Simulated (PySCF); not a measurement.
Which determinant of SbTe lies lowest?

Unrestricted PBE0; PySCF, scalar-relativistic core potentials, basis sets Sb cc-pVTZ-PP with ECP28, Te cc-pVTZ-PP with ECP28. Outer shells of the fragments: Sb 4d10 5s2 5p3; Te 4d10 5s2 5p4.

Followed along the bond (rough minima from three points):

| 2Ms+1 | unpaired | ⟨S²⟩ at the start | R at minimum (Å) | Te (eV) |
| --- | --- | --- | --- | --- |
| 2 | π ↑ | 0.97 | 2.54 | 0.00 |
| 4 | π ↑↑↑ | 3.76 | 2.78 | 0.97 |
| 2 | π ↑↑↓ | 1.76 | 2.78 | 1.29 |
| 6 | σ ↑, π ↑↑↑↑ | 8.75 | none in the scan | ≤ 3.65 |

Solutions found at the starting distance of 2.685 Å, counted from the lowest of them; the search is not exhaustive and high or unbound solutions are not listed, so other states can lie among these:

```json
{"2Ms+1": "2", "unpaired": "π ↑", "term": "²Π", "E (eV)": "0.00", "⟨S²⟩": "0.97", "⟨Lz²⟩": "1.01", "μ (D)": "-1.44"}
{"2Ms+1": "4", "unpaired": "π ↑↑↑", "term": "⁴Π", "E (eV)": "0.86", "⟨S²⟩": "3.76", "⟨Lz²⟩": "1.01", "μ (D)": "-0.28"}
{"2Ms+1": "2", "unpaired": "π ↑↑↓", "term": "mixed", "E (eV)": "1.17", "⟨S²⟩": "1.76", "⟨Lz²⟩": "3.03", "μ (D)": "-0.26"}
{"2Ms+1": "4", "unpaired": "σ ↑, π ↑↑", "term": "⁴Σ⁻", "E (eV)": "1.98", "⟨S²⟩": "3.76", "⟨Lz²⟩": "0.00", "μ (D)": "-1.39"}
{"2Ms+1": "2", "unpaired": "π ↑", "term": "mixed", "E (eV)": "2.27", "⟨S²⟩": "0.75", "⟨Lz²⟩": "3.02", "μ (D)": "-0.26"}
{"2Ms+1": "2", "unpaired": "σ ↓, π ↑↑", "term": "mixed", "E (eV)": "2.34", "⟨S²⟩": "1.77", "⟨Lz²⟩": "0.00", "μ (D)": "-1.36"}
```

A term symbol is given only where ⟨S²⟩ and ⟨Lz²⟩ are close to those of a pure state; real π, δ and φ orbitals otherwise mix terms. A positive dipole means Sb(−)Te(+).

**Question.** Compare the gap between the two lowest followed solutions at the starting distance with the gap between their minima.

**Answer.** At PBE0 the second solution (quartet, unpaired electrons π ↑↑↑) lies +0.86 eV from the first (doublet, unpaired electrons π ↑) at 2.685 Å and +0.97 eV at the minima; the two curves relax by different amounts, since their minima lie near 2.78 and 2.54 Å.

Spin–orbit coupling is left out. Counting both spins, an empty level lies below a filled one in some of these solutions, because spin and occupation are held.
